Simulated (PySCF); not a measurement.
[Ho(H2O)4]3+: from a saddle point downhill

PySCF 2.14.0, RKS PBE0, Ho lcecp-1-SVP with ECP56, O def2-SVP, H def2-SVP; non-relativistic Hamiltonian with scalar-relativistic core potentials where named; density fitting; no spin-orbit coupling. Relaxed within the symmetry of its start, the geometry (D2d) is

```xyz
13

Ho    0.0000    0.0000    0.0000
O     1.2990    1.3109    1.3109
H     1.6681    1.1105    2.2011
H     1.6681    2.2011    1.1105
O    -1.2990   -1.3109    1.3109
H    -1.6681   -1.1105    2.2011
H    -1.6681   -2.2011    1.1105
O     1.2990   -1.3109   -1.3109
H     1.6681   -2.2011   -1.1105
H     1.6681   -1.1105   -2.2011
O    -1.2990    1.3109   -1.3109
H    -1.6681    2.2011   -1.1105
H    -1.6681    1.1105   -2.2011
```

and its lowest harmonic modes are -144, -45, -45, -11, 51, 60 cm⁻¹ (negative: unstable). It was moved along the lowest mode and relaxed again, within the group S4 that the move left.

Problem. Where does it end, and how much lower?

Solution. In S4, 0.047 eV lower, after 18 steps:
```xyz
13

Ho   -0.0001    0.0000    0.0000
O     1.3419    1.2547    1.3197
H     1.2713    1.4127    2.2884
H     2.1437    1.7660    1.0647
O    -1.3423   -1.3196    1.2545
H    -2.1437   -1.0648    1.7662
H    -1.2709   -2.2886    1.4131
O     1.3419   -1.2547   -1.3197
H     2.1437   -1.7660   -1.0647
H     1.2713   -1.4127   -2.2884
O    -1.3423    1.3196   -1.2545
H    -1.2709    2.2886   -1.4131
H    -2.1437    1.0648   -1.7662
```

Problem. How do the contacts change?

Solution. 
| contact | saddle (Å) | end (Å) |
| --- | --- | --- |
| Ho1–O2 (H2O) | 2.264 | 2.262 |
| Ho1–O5 (H2O) | 2.264 | 2.262 |
| Ho1–O8 (H2O) | 2.264 | 2.262 |
| Ho1–O11 (H2O) | 2.264 | 2.262 |


No frequency check is given for the end, and other unstable modes may remain.

An lcecp potential fixes the number of 4f electrons, so in runs with it no electron can move into or out of that shell.

State: singlet in the valence, with the 4f electrons in the core potential.
